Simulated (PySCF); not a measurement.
# Radial density of Sb¹⁶⁺ (antimony, charge +16)

r2SCAN0, [Ar] 3d10 4s2 4p5, 2P determinant. Calculation: PySCF 2.14, in an uncontracted even-tempered set (20 s from 0.68 bohr⁻², ratio 2.5; 14 p from 0.88 bohr⁻², ratio 2.5; 9 d from 1.6 bohr⁻², ratio 2.5; 5 f from 7.1 bohr⁻², ratio 2.7; 4 g from 11 bohr⁻², ratio 2.7); the spin-free X2C one-electron Hamiltonian (Gaussian nucleus).

```tsv
r (bohr)	4πr²ρ (e/bohr)	4πr²(ρα − ρβ)
0.0278	61.66	0.0962
0.0467	59.49	0.2457
0.0786	83.11	0.2328
0.132	65.09	-0.0004
0.222	65.33	0.6068
0.374	44.38	-0.0035
0.629	15.62	1.6235
1.06	4.719	0.6983
1.78	0.02329	0.0037
```

Densities and radii are taken from the X2C orbitals without a picture-change correction, which distorts them close to the nucleus.

Spin-orbit coupling, absent here, splits the open shell strongly.

**Question.** Where is the radial spin density 4πr²(ρα − ρβ) most negative, and why is it negative at all?

**Answer.** Around r = 0.374 bohr, down to -0.0035 e/bohr: exchange with the open shell polarises the paired shells in an unrestricted calculation.
